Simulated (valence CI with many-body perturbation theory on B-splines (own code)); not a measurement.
**Level structure of Au⁷²⁺**

Level of theory: valence CI with perturbative core correlation (CI+MBPT): five valence electrons over a frozen Dirac-Fock core [He], radial functions for each j: 11 s, 11 p, 10 d, 8 f, 5 g, 2 h, with the one-electron correlation potential Σ1, the two-electron term Σ2, the three-electron term Σ3, Breit, model QED; selected CI, second order for the rest, scaled by the run's own slope (own B-spline code, finite nucleus).

The last digits are not significant, and no measured levels were compared; by estimate large intervals hold to a few tenths of a per cent, small ones and those within an open d or f shell to about a per cent. Among the levels kept, up to 7600 cm⁻¹ of a level comes from second order outside the variational space, and about a tenth of that is noise between levels of different J, which matters for small intervals.

Levels 1 to 45 of 202, with energies above the lowest level, (2s^2 2p1/2^2 2p3/2) J=3/2. "Leading %" is the weight of the configuration and term that name the level; weights of strongly mixed levels are sums over their largest components and can fall short. In the jj column 3d3/2^4 stands for four electrons in 3d with j = 3/2. Lifetimes count E1, E2, E3, M1 and M2 decay at the calculated energies, and are blank where another channel may lead or the interval is too uncertain; long ones can be off by a factor of two.

| No. | Configuration | Term | J | E (eV) | Leading % | Lifetime | Second component | Leading jj |
| --- | --- | --- | --- | --- | --- | --- | --- | --- |
| 1 | 2s²2p³ | ²P° | 3/2 | 0 | 49 |  | 27 % 2s²2p³ ²D° | 2s^2 2p1/2^2 2p3/2 (100 %) |
| 2 | 2s²2p³ | ⁴S° | 3/2 | 1887 | 56 | 16.2 ps | 44 % 2s²2p³ ²D° | 2s^2 2p1/2 2p3/2^2 (100 %) |
| 3 | 2s²2p³ | ²D° | 5/2 | 1911 | 100 | 93.7 ps |  | 2s^2 2p1/2 2p3/2^2 (100 %) |
| 4 | 2s²2p³ | ²P° | 1/2 | 1970 | 100 | 29.6 ps |  | 2s^2 2p1/2 2p3/2^2 (100 %) |
| 5 | 2s2p⁴ | ⁴P | 5/2 | 2273 | 69 | 177 fs | 31 % 2s2p⁴ ²D | 2s 2p1/2^2 2p3/2^2 (100 %) |
| 6 | 2s2p⁴ | ²S | 1/2 | 2389 | 65 | 49.7 fs | 25 % 2s2p⁴ ⁴P | 2s 2p1/2^2 2p3/2^2 (100 %) |
| 7 | 2s2p⁴ | ²P | 3/2 | 2390 | 52 | 26.4 fs | 34 % 2s2p⁴ ²D | 2s 2p1/2^2 2p3/2^2 (100 %) |
| 8 | 2s²2p³ | ²P° | 3/2 | 3862 | 51 | 4.79 ps | 28 % 2s²2p³ ²D° | 2s^2 2p3/2^3 (99 %) |
| 9 | 2s2p⁴ | ⁴P | 3/2 | 4191 | 86 | 54.2 fs | 10 % 2s2p⁴ ²D | 2s 2p1/2 2p3/2^3 (100 %) |
| 10 | 2s2p⁴ | ²D | 5/2 | 4233 | 69 | 54.3 fs | 31 % 2s2p⁴ ⁴P | 2s 2p1/2 2p3/2^3 (100 %) |
| 11 | 2s2p⁴ | ²P | 1/2 | 4307 | 65 | 21.8 fs | 35 % 2s2p⁴ ⁴P | 2s 2p1/2 2p3/2^3 (100 %) |
| 12 | 2s2p⁴ | ²D | 3/2 | 4314 | 56 | 22.1 fs | 43 % 2s2p⁴ ²P | 2s 2p1/2 2p3/2^3 (100 %) |
| 13 | 2p⁵ | ²P° | 3/2 | 4739 | 99 | 18.1 fs |  | 2p1/2^2 2p3/2^3 (99 %) |
| 14 | 2s2p⁴ | ⁴P | 1/2 | 6216 | 40 | 25.8 fs | 34 % 2s2p⁴ ²S | 2s 2p3/2^4 (100 %) |
| 15 | 2p⁵ | ²P° | 1/2 | 6660 | 100 | 13.5 fs |  | 2p1/2 2p3/2^4 (100 %) |
| 16 | 2s²2p²3s | ⁴P | 1/2 | 10042 | 46 | 3.18 fs | 32 % 2s²2p²3s ²S | 2s^2 2p1/2^2 3s (100 %) |
| 17 | 2s²2p²3p | ²P° | 1/2 | 10159 | 47 | 230 fs | 38 % 2s²2p²3p ⁴D° | 2s^2 2p1/2^2 3p1/2 (100 %) |
| 18 | 2s²2p²3p | ²P° | 3/2 | 10732 | 35 | 190 fs | 20 % 2s²2p²3p ⁴D° | 2s^2 2p1/2^2 3p3/2 (100 %) |
| 19 | 2s²2p²3d | ²D | 3/2 | 10830 | 43 | 2.94 fs | 32 % 2s²2p²3d ⁴F | 2s^2 2p1/2^2 3d3/2 (100 %) |
| 20 | 2s²2p²3d | ²D | 5/2 | 10983 | 37 | 522 as | 18 % 2s²2p²3d ⁴D | 2s^2 2p1/2^2 3d5/2 (100 %) |
| 21 | 2s²2p²3s | ⁴P | 3/2 | 11949 | 88 | 5.00 fs | 10 % 2s²2p²3s ²P | 2s^2 2p1/2 2p3/2 3s (100 %) |
| 22 | 2s²2p²3s | ²P | 1/2 | 11960 | 67 | 2.28 fs | 33 % 2s²2p²3s ⁴P | 2s^2 2p1/2 2p3/2 3s (100 %) |
| 23 | 2s²2p²3s | ²D | 5/2 | 11968 | 65 | 4.48 fs | 34 % 2s²2p²3s ⁴P | 2s^2 2p1/2 2p3/2 3s (100 %) |
| 24 | 2s²2p²3s | ²D | 3/2 | 11976 | 64 | 2.42 fs | 35 % 2s²2p²3s ²P | 2s^2 2p1/2 2p3/2 3s (100 %) |
| 25 | 2s²2p²3p | ⁴P° | 1/2 | 12064 | 49 | 366 fs | 28 % 2s²2p²3p ⁴D° | 2s^2 2p1/2 2p3/2 3p1/2 (100 %) |
| 26 | 2s²2p²3p | ⁴D° | 3/2 | 12070 | 55 | 309 fs | 23 % 2s²2p²3p ²D° | 2s^2 2p1/2 2p3/2 3p1/2 (100 %) |
| 27 | 2s²2p²3p | ²F° | 5/2 | 12083 | 50 | 241 fs | 30 % 2s²2p²3p ²D° | 2s^2 2p1/2 2p3/2 3p1/2 (100 %) |
| 28 | 2s²2p²3p | ²P° | 3/2 | 12131 | 43 | 157 fs | 25 % 2s²2p²3p ²D° | 2s^2 2p1/2 2p3/2 3p1/2 (99 %) |
| 29 | 2s2p³3s | ⁴P° | 5/2 | 12289 | 49 | 6.28 fs | 25 % 2s2p³3s ⁶S° | 2s 2p1/2^2 2p3/2 3s (99 %) |
| 30 | 2s2p³3s | ²P° | 3/2 | 12321 | 35 | 2.69 fs | 24 % 2s2p³3s ⁴S° | 2s 2p1/2^2 2p3/2 3s (99 %) |
| 31 | 2s2p³3s | ²P° | 1/2 | 12394 | 43 | 2.51 fs | 30 % 2s2p³3s ⁴D° | 2s 2p1/2^2 2p3/2 3s (99 %) |
| 32 | 2s2p³3s | ²P° | 3/2 | 12405 | 39 | 5.39 fs | 20 % 2s2p³3s ⁴S° | 2s 2p1/2^2 2p3/2 3s (99 %) |
| 33 | 2s2p³3p | ⁴P | 3/2 | 12417 | 30 | 3.73 fs | 20 % 2s2p³3p ⁶P | 2s 2p1/2^2 2p3/2 3p1/2 (100 %) |
| 34 | 2s2p³3p | ²D | 5/2 | 12417 | 26 | 1.46 fs | 19 % 2s2p³3p ⁴D | 2s 2p1/2^2 2p3/2 3p1/2 (100 %) |
| 35 | 2s2p³3p | ²P | 1/2 | 12512 | 36 | 1.38 fs | 18 % 2s2p³3p ⁴P | 2s 2p1/2^2 2p3/2 3p1/2 (99 %) |
| 36 | 2s2p³3p | ²D | 3/2 | 12513 | 36 | 2.07 fs | 21 % 2s2p³3p ⁴F | 2s 2p1/2^2 2p3/2 3p1/2 (100 %) |
| 37 | 2s²2p²3p | ⁴D° | 5/2 | 12627 | 52 | 163 fs | 34 % 2s²2p²3p ⁴P° | 2s^2 2p1/2 2p3/2 3p3/2 (100 %) |
| 38 | 2s²2p²3p | ²P° | 1/2 | 12632 | 37 | 118 fs | 30 % 2s²2p²3p ⁴P° | 2s^2 2p1/2 2p3/2 3p3/2 (99 %) |
| 39 | 2s²2p²3p | ²D° | 3/2 | 12637 | 53 | 144 fs | 20 % 2s²2p²3p ⁴P° | 2s^2 2p1/2 2p3/2 3p3/2 (100 %) |
| 40 | 2s²2p²3p | ²F° | 7/2 | 12643 | 65 | 153 fs | 35 % 2s²2p²3p ⁴D° | 2s^2 2p1/2 2p3/2 3p3/2 (100 %) |
| 41 | 2s²2p²3p | ⁴S° | 3/2 | 12667 | 33 | 186 fs | 29 % 2s²2p²3p ²P° | 2s^2 2p1/2 2p3/2 3p3/2 (99 %) |
| 42 | 2s²2p²3p | ²D° | 5/2 | 12675 | 67 | 153 fs | 15 % 2s²2p²3p ²F° | 2s^2 2p1/2 2p3/2 3p3/2 (100 %) |
| 43 | 2s²2p²3p | ²P° | 1/2 | 12701 | 87 | 98.1 fs | 8 % 2s²2p²3p ⁴D° | 2s^2 2p1/2 2p3/2 3p3/2 (100 %) |
| 44 | 2s²2p²3d | ⁴F | 3/2 | 12740 | 43 | 1.50 fs | 26 % 2s²2p²3d ²P | 2s^2 2p1/2 2p3/2 3d3/2 (100 %) |
| 45 | 2s²2p²3d | ⁴F | 5/2 | 12741 | 52 | 4.05 fs | 38 % 2s²2p²3d ²F | 2s^2 2p1/2 2p3/2 3d3/2 (100 %) |

The ionisation energy to 2s²2p² ³P0 of the next ion comes out as 19155 eV (NIST: 19150 ± 70 eV (theoretical)). All 202 levels together are meant to be complete up to 15452 eV.
